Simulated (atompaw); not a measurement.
Varying the PAW (atompaw) potential for Pb (Z = 82)

Base potential:

lead, PAW, made with atompaw 4.2.0.5 (PBEsol, scalar-relativistic). Core [Xe] 4f14 5d10, reference 6s1.75 6p2.25. Waves: 6s (bound); 6s channel at 2.6 Ry; 6p (bound); 6p channel at 0.5 Ry; 6d channel at 0.2 Ry. Local part: troulliermartins scheme with l = 3 at 1 Ry, radius 2.30 bohr. Core correction: smooth core density matched at 1.65 bohr. Augmentation charge: besselshape compensation charge, radius 2.65 bohr; PAW radius 2.75 bohr; waves and projectors: bloechl.

All-electron outer shells of the reference configuration (PBEsol, scalar-relativistic, ld1.x):

| shell | level (eV) | outermost node (bohr) | outermost maximum (bohr) |
| --- | --- | --- | --- |
| 5p | -86.28 | 0.49 | 0.88 |
| 5d | -21.60 | 0.52 | 1.07 |
| 6s | -12.39 | 1.01 | 1.95 |
| 6p | -3.71 | 1.18 | 2.63 |

Cutoffs, loose and tight: the cutoffs (Ry, on a coarse ladder) from which the occupation-weighted sum of valence levels, in a spherical-Bessel basis at the reference potential, stays within 10 and 1 mRy of its value at 400 Ry. They see the waves, projectors and local potential, not the compensation charge or the core. A dash means not determined.

A true bound ghost makes a file unfit for plane-wave use even where its test errors are small: the radial tests pick states by their node count and pass the ghost by.

| change | outcome | cutoff, loose | cutoff, tight | bound ghosts |
| --- | --- | --- | --- | --- |
| base | generated | 25 Ry | 35 Ry | s, p |
| all radii scaled by about 1.27 (s 3.50, p 3.18, d 3.50 bohr); local potential troulliermartins scheme with l = 3 at 1 Ry, radius 2.92 bohr; augmentation besselshape compensation charge, radius 3.38 bohr; PAW radius 3.50 bohr; waves and projectors: bloechl; core correction smooth core density matched at 2.10 bohr | generated | 18 Ry | 30 Ry | none |
| added wave 6d channel at 2.5 Ry | generated | 25 Ry | 35 Ry | s, d, p |
| waves 6s (bound): rc 2.75 bohr; 6s channel at 2.6 Ry: rc 2.75 bohr; 6p (bound): rc 2.50 bohr; 6p channel at 0.5 Ry: rc 2.75 bohr; 6d channel at 0.2 Ry: rc 2.75 bohr; augmentation besselshape compensation charge, radius 2.65 bohr; PAW radius 2.75 bohr; waves and projectors: custom rrkj gramschmidtortho | generated | 6 Ry | 15 Ry | p, s |
| core [Xe] 4f14, valence charge 14; reference 5d10 6s2 6p2; waves now 6s (bound); 6s channel at -0.5 Ry; 6p (bound); 6p channel at 0.9 Ry; 5d (bound); 5d channel at -0.6 Ry; 5f channel at 0.4 Ry; local potential troulliermartins scheme with l = 4 at 1 Ry, radius 2.50 bohr; core correction smooth core density matched at 2.50 bohr; augmentation besselshape compensation charge, radius 2.15 bohr; PAW radius 2.80 bohr; waves and projectors: bloechl | generated | 30 Ry | 35 Ry | s |
| augmentation sinc compensation charge, radius 2.65 bohr; PAW radius 2.75 bohr; waves and projectors: bloechl | generated | 25 Ry | 35 Ry | s, p |
| local potential troulliermartins scheme with l = 3 at 1 Ry, radius 1.40 bohr | failed: atompaw: The overlap operator has at least one negative eigenvalue! | – | – | – |
| core correction smooth core density matched at 1.24 bohr | generated | 25 Ry | 35 Ry | s, p |
| waves 6s (bound): rc 2.75 bohr; 6s channel at 2.6 Ry: rc 2.75 bohr; 6p (bound): rc 2.50 bohr; 6p channel at 0.5 Ry: rc 2.75 bohr; 6d channel at 0.2 Ry: rc 2.75 bohr; augmentation besselshape compensation charge, radius 2.65 bohr; PAW radius 2.75 bohr; waves and projectors: modrrkj vanderbiltortho | failed: atompaw: The overlap operator has at least one negative eigenvalue! | – | – | – |
| augmentation besselshape compensation charge, radius 2.20 bohr; PAW radius 2.75 bohr; waves and projectors: bloechl | generated | 25 Ry | 35 Ry | s, p |

Q: What comes out with this change to the base: reference 6s2 6p1.5; added wave 6d channel at 2.55 Ry?

A: outcome: generated; cutoff, loose: 30 Ry; cutoff, tight: 35 Ry; bound ghosts: s, d, p.

Q: What comes out with this change to the base: wave 6s channel at 2.6 Ry becomes 6s channel at 0.01 Ry?

A: outcome: failed: atompaw: terminating projector 1000. Cause: the iteration for the Blöchl projector did not settle.
